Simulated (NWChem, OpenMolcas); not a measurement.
# CsF: a line through the functionals

CsF: 2 atoms, total charge 0, spin state singlet. SMILES: `[F][Cs]`. Geometry: the measured bond length.

The dipole moment y, in D, basis def2-TZVPP with a core potential; a is the functional's share of exact exchange. Programs: NWChem 7.3.0, OpenMolcas 26.06.

```
functional     program     a  y (D)
    revPBE      NWChem     0   7.23
      BLYP      NWChem     0   7.27
     B3LYP      NWChem   0.2      ?
      PBE0      NWChem  0.25   7.62
     BHLYP  OpenMolcas   0.5   7.92
```

Fit y = c + s·a to the known rows and predict B3LYP.


1. Means of the 4 rows: a = 0.1875, y = 7.510.
2. Σ(Δa)² = 0.17188, Σ(Δa·Δy) = 0.2325, so the slope is 0.2325/0.17188 = 1.3527.
3. Intercept: 7.510 − (1.3527) × 0.1875 = 7.256. The largest residual of the fit is 0.026.
4. B3LYP: 7.256 + (1.3527) × 0.2 = 7.53 D.

The run gave 7.59 D, so the prediction is off by -0.06 D, more than the scatter of the fit. More exact exchange makes the molecule more polar here. The rows mix families of semi-local functionals, which the line can't see.
